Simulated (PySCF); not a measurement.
# SiAs⁻ at PBE

Level: PBE. PySCF, no relativity, basis sets Si def2-TZVPPD, As def2-TZVPPD.

- state: ¹Σ⁺ (singlet), closed shell
- bond length: 2.122 Å
- harmonic wavenumber: 531 cm⁻¹
- force constant: 3.38 mdyn/Å
- rotational constant Be: 0.1838 cm⁻¹
- anharmonicity ωexe: 1.48 cm⁻¹
- vibration–rotation constant αe: 0.000741 cm⁻¹
- well depth De to Si⁻ + As: 5.17 eV
- dissociation energy D0: 5.14 eV
- HOMO–LUMO gap: 2.80 eV
- bond order (Mayer): 2.93
- dipole moment (positive dipole points towards As; it is taken about the centre of mass and depends on that origin): 1.95 D

For an ion De counts to the pair picked by the measured ionisation energies or electron affinities, which need not be the lowest pair at this level.
